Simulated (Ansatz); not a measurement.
`C[O][Nb]([F])([F])([F])[F]`. The species carries charge 0 and has multiplicity 1. Nb: def2 effective core potential. The geometry is a stationary point of PBE0-D4/def2-TZVP. It is one conformer, not always the lowest.

```xyz
10

C     1.711    0.309    0.136
O     0.336    0.444    0.426
Nb   -1.318   -0.176   -0.039
F    -0.558   -1.319   -1.329
F    -2.170    0.709   -1.423
F    -1.913   -1.686    0.850
F    -2.263    0.883    1.184
H     1.847   -0.432   -0.656
H     2.231   -0.010    1.039
H     2.097    1.277   -0.189
```

Q: What is the dipole moment at PBE/def2-TZVPP? (Estimate.)

A: Computed: 3.46 D, with components (3.41, 0.57, 0.22) D in this frame, pointing from negative to positive charge.

Q: And with r2SCAN, B3LYP, ωB97M-V? (An estimate is asked.)

A: The calculation gave: r2SCAN 3.54 D, B3LYP 3.60 D, ωB97M-V 3.51 D.

Q: Give the Mulliken charges with PBE, ωB97M-V, r2SCAN in def2-TZVPP. (Best estimate.)

A: Ansatz gave: 
```tsv
atom	PBE	ωB97M-V	r2SCAN
C1	-0.13	-0.17	0.01
O2	-0.38	-0.45	-0.45
Nb3	1.45	1.67	1.66
F4	-0.35	-0.39	-0.39
F5	-0.31	-0.35	-0.35
F6	-0.31	-0.35	-0.35
F7	-0.33	-0.38	-0.38
H8	0.12	0.14	0.09
H9	0.12	0.14	0.08
H10	0.12	0.14	0.08
```

B3LYP here is the variant with VWN-RPA as its local correlation; programs differ in this.
